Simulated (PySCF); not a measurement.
Working out the ionisation energy of Ar²⁺

Ar²⁺ [Ne] 3s2 3p4 (3P) → Ar³⁺ [Ne] 3s2 3p3 (4S). Computed with PySCF 2.14 in def2-SVP, with no relativity, point nucleus. Frozen: [Ne]. Energies in hartree (1 hartree = 27.21139 eV):

```csv
part,Ar²⁺ (lower),Ar³⁺ (upper)
UHF,-525.106408,-523.657060
CCSD correlation,-0.109056,-0.090620
(T),-0.000920,-0.000695
```

Question: What does Hartree-Fock give?

Answer: (-523.657060) − (-525.106408) = 1.449348 hartree = 39.439 eV.

Question: What do CCSD and CCSD(T) give?

Answer: The CCSD correlation energies differ by 0.018436 hartree = 0.502 eV and the triples by 0.000225 hartree = 0.006 eV, so CCSD gives 39.941 eV and CCSD(T) 39.947 eV.

Reference: 40.735 ± 0.012 eV (semi-empirical (NIST evaluation); NIST Atomic Spectra Database, ionization energies), between the lowest levels; spin-orbit coupling is absent from the calculation.

A double-zeta basis recovers only part of the correlation energy.

What remains against the reference includes basis incompleteness, the frozen core and higher excitations.
